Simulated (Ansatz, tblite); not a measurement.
Forces on (HBe-mu-OH)2 (Be₂O₂H₄) at its r2SCAN-D4/def2-TZVP geometry. Total charge 0; singlet.

The xTB rows come from tblite.

GFN1-xTB (tblite), largest force 1.02 eV/Å:

```xyz
8
positions Å, forces eV/Å
Be   -0.456    0.992    0.259   -0.273    0.597    0.158
H    -1.014    2.178    0.574    0.338   -0.722   -0.192
O    -0.415    0.078   -1.029   -0.403    0.055   -0.932
Be    0.458   -0.991   -0.260    0.276   -0.596   -0.159
H     0.999   -2.187   -0.569   -0.330    0.727    0.189
O     0.430   -0.070    1.024    0.372   -0.072    0.944
H    -0.787    0.135   -1.905    0.088   -0.006    0.182
H     0.785   -0.136    1.906   -0.067    0.017   -0.190
```

GFN2-xTB (tblite), largest force 0.75 eV/Å:

```
Be -0.188 0.417 0.109
H 0.311 -0.664 -0.177
O -0.160 0.012 -0.335
Be 0.194 -0.413 -0.111
H -0.303 0.668 0.174
O 0.125 -0.031 0.349
H 0.047 0.001 0.083
H -0.026 0.010 -0.091
```

PBE-D4/def2-TZVP (Ansatz), largest force 0.41 eV/Å:

```
Be -0.040 0.098 0.026
H -0.030 0.059 0.016
O 0.096 -0.018 0.224
Be 0.047 -0.094 -0.029
H 0.026 -0.061 -0.015
O -0.092 0.020 -0.224
H -0.161 0.026 -0.379
H 0.154 -0.030 0.381
```
